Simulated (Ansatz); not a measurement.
Ideal-gas functions of C₂H₃ClFI (`FC(Cl)CI`) at 298.15 K and 1 bar, from an Ansatz frequency run at PBE0-D4/def2-TZVP.

Molar mass 208.4 g/mol, point group C1 (symmetry number 1), electronic degeneracy 1, moments of inertia 65.782, 710.199, 760.417 u Å². Harmonic wavenumbers (cm⁻¹, unscaled): 91, 150, 222, 387, 460, 618, 775, 825, 996, 1144, 1174, 1211, 1287, 1387, 1448, 3125, 3133, 3207.

Use S(trans) = R[1.5 ln M + 2.5 ln T − 1.1517]; rotational temperatures θ = 24.2544 K / I; S(rot) = R[ln(√π/σ · √(T³/θAθBθC)) + 1.5]; for each mode x = 1.438777 ν̃/T, S = R[x/(eˣ − 1) − ln(1 − e⁻ˣ)] and H = RT x/(eˣ − 1); 1 cm⁻¹ = 0.0119627 kJ/mol; R = 8.31446 J/(mol·K).

Q: By hand: the entropy, in J/(mol·K).

A: Translation 175.4. Rotation: θ = 0.3687, 0.0342, 0.0319 K, giving 120.8. Vibration, mode by mode: 15.22, 11.18, 8.13, 4.23, 3.21, 1.76, 0.96, 0.79, 0.40, 0.22, 0.19, 0.17, 0.12, 0.08, 0.06, 0.00, 0.00, 0.00, in all 46.7. Electronic 0.0. Sum 342.9 J/(mol·K).

Q: By hand: H − E and G − E in kJ/mol, counted from the electronic energy.

A: Zero-point energy ½ × 21640 × 0.0119627 = 129.4; thermal vibration 7.7; translation, rotation and pV give 4 RT = 9.9. H − E = 147.0 kJ/mol, and G − E = 147.0 − 298.15 × 342.9/1000 = 44.8 kJ/mol.

Vibration gives 14 % of the entropy, 15.2 J/(mol·K) of it from the mode under 150 cm⁻¹: soft modes count most, and the harmonic formula is weakest for them. The sum counts one conformer and one mirror image; others add a mixing term.
